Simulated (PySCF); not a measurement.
Isomers of C5H12BNO, from PySCF, PBE0-D3(BJ)/def2-SVP geometry optimisation, gas phase. One conformer each, no zero-point energy, no frequencies.

**Question.** Which is lowest in electronic energy at this level?
A. `[H]/[N:8]=[CH:7]/[C@@H:6]1[O+:2]([BH3-:1])[CH2:3][CH2:4][CH2:5]1` with C5–C6–C7–N8 21°, B1–O2–C3–C4 162°, O2–C3–C4–C5 -37°, C3–C4–C5–C6 37°, C4–C5–C6–C7 93°: A = 2830, B = 1869, C = 1317 MHz, dipole 4.12 D
B. `[BH3-:1][N+:2]#[C:3][CH2:4][O:5][CH:6]([CH3:7])[CH3:8]` with C3–C4–O5–C6 -86°, C4–O5–C6–C7 -165°: A = 4255, B = 975.8, C = 846.7 MHz, dipole 6.91 D
C. `[CH2:1]=[C:2]([CH3:3])[B:4]([OH:5])[N:6]([CH3:7])[CH3:8]` with C1–C2–B4–O5 90°, C2–B4–O5–H -5°: A = 2820, B = 1422, C = 1191 MHz, dipole 0.56 D

**Answer.** C. That is `C=C(C)B(O)N(C)C`, 76.2 kcal/mol below the next.

```tsv
SMILES	mapped SMILES	E (Eh)	relative (kcal/mol)	relative (kJ/mol)	dipole (D)
C=C(C)B(O)N(C)C	[CH2:1]=[C:2]([CH3:3])[B:4]([OH:5])[N:6]([CH3:7])[CH3:8]	-351.99238	0.0	0.0	0.56
[H]/N=C/[C@H]1CCC[O+]1[BH3-]	[H]/[N:8]=[CH:7]/[C@@H:6]1[O+:2]([BH3-:1])[CH2:3][CH2:4][CH2:5]1	-351.87097	76.2	318.7	4.12
[BH3-][N+]#CCOC(C)C	[BH3-:1][N+:2]#[C:3][CH2:4][O:5][CH:6]([CH3:7])[CH3:8]	-351.86904	77.4	323.8	6.91
```

As drawn, the lowest has an O–H bond and a B–O bond, which the highest lacks.
